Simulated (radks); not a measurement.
Values are calculated unless marked as measured or tabulated.
All-electron atom: Ti in [Ar] 3d4 (not the ground configuration). Level of theory: scalar-relativistic Kohn-Sham, LDA (Slater exchange, Perdew-Wang correlation), spin-polarised, spherical densities, finite nucleus; open shells are filled with parallel spins first; Fermi nuclear charge, rms radius 3.5921 fm (a radial shooting solver on a logarithmic mesh with Libxc functionals).

Radial electron density D(r) = 4 pi r^2 rho(r):

r (bohr),D(r) (e/bohr),spin D(r)
0.006617,3.088,-0.000245
0.008617,4.763,-0.000378
0.01122,7.155,-0.000568
0.01461,10.39,-0.000826
0.01902,14.42,-0.00115
0.02497,19.06,-0.00155
0.03252,23.18,-0.00196
0.04234,25.75,-0.00241
0.05513,25.71,-0.00304
0.07179,23.17,-0.00417
0.09348,20.19,-0.00588
0.1227,19.93,-0.00622
0.1598,23.58,0.00337
0.208,27.56,0.0436
0.2709,26.19,0.149
0.3527,18.37,0.360
0.4593,10.31,0.693
0.6029,8.178,1.13
0.785,10.03,1.51
1.022,9.809,1.68
1.331,6.535,1.57
1.733,3.182,1.28
2.275,1.340,0.915
2.962,0.6529,0.596
3.857,0.3501,0.346
5.023,0.1712,0.171
6.54,0.06697,0.0670
8.516,0.01887,0.0189

D(r) has 3 maxima, at r = 0.0481, 0.227, 0.885 bohr, and minima at 0.109, 0.570 bohr, inside which lie 2.13, 10.46 electrons.
